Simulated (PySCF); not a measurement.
A calculated (revPBE, PySCF 2.14, x2c-QZVPPall, the spin-free X2C one-electron Hamiltonian (Gaussian nucleus)) atom or ion has these occupied shells.

| shell | electrons | orbital energy (eV) | rms radius, mean of both spins (bohr) |
| --- | --- | --- | --- |
| 1s α | 1 | -9526.1 | 0.0580 |
| 1s β | 1 | -9526.1 | 0.0580 |
| 2s α | 1 | -1167.6 | 0.246 |
| 2s β | 1 | -1166.9 | 0.246 |
| 2p α | 3 | -1013.1 | 0.219 |
| 2p β | 3 | -1012.6 | 0.219 |
| 3s α | 1 | -138.67 | 0.728 |
| 3s β | 1 | -137.28 | 0.728 |
| 3p α | 3 | -92.608 | 0.768 |
| 3p β | 3 | -91.258 | 0.768 |
| 3d α | 5 | -18.580 | 0.968 |
| 3d β | 4 | -17.431 | 0.968 |
| 4s α | 1 | -8.759 | 2.61 |
| 4s β | 1 | -7.949 | 2.61 |
| 4p α | 1 | -3.048 | 3.67 |

Q: Name the element and its charge.

A: Zn (zinc, neutral), in [Ar] 3d9 4s2 4p1, one real determinant (an excited configuration).
